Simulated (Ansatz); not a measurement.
Ansatz (an electronic-structure program) input file for CuHO, SMILES [OH][Cu], multiplicity 1, PBE/def2-TZVPD. Coordinates come from a r2SCAN-D4/def2-TZVP optimisation. The multiplicity is an assumed one; other spin states were not compared.

Ansatz 0.2 input:
```yaml
crystal:
  periodic: [false, false, false]
  atoms:
    - {symbol: Cu, position_ang: [-0.00535743, -0.42661883, 0.00000000]}
    - {symbol: O, position_ang: [0.11743382, 1.33585804, 0.00000000]}
    - {symbol: H, position_ang: [-0.78410510, 1.68508171, 0.00000000]}
basis:
  gaussian:
    orbitals: def2-TZVPD
hamiltonian:
  xc: {name: PBE}
```

Output:

```
WARN ansatz: RAYON_NUM_THREADS=1 ignored (pool sized by the plan → 1); use --threads N
Functional definition: PBE
integrals: 0.03 GiB planned
704 factors; their error is unknown
mean field: 0.22 GiB planned
mean field evaluation 1: about -46685.0335 eV, gradient 8.6e1 eV
mean field evaluation 2: about -46383.8366 eV, gradient 4.5e2 eV
mean field evaluation 4: about -46690.1789 eV, gradient 7.4e1 eV
mean field evaluation 8: about -46696.1239 eV, gradient 1.5e-1 eV
mean field evaluation 16: about -46696.1066 eV, gradient 2.1e-4 eV
mean field -46696.10657146 eV, -1716.0502647432 hartree, gradient 3.5e-5 eV, S^2 0.000000; 0 other end points of the search recorded, 0 dependent functions left out
reference -46696.10661480 eV, -1716.0502663360 hartree; 19, 19 occupied and 78, 78 virtual orbitals, 704 factors
Total energy: -46696.10661480 eV, -1716.0502663360 hartree
```

Self-consistency was reached.

Cost: roughly 1.2 core-seconds.
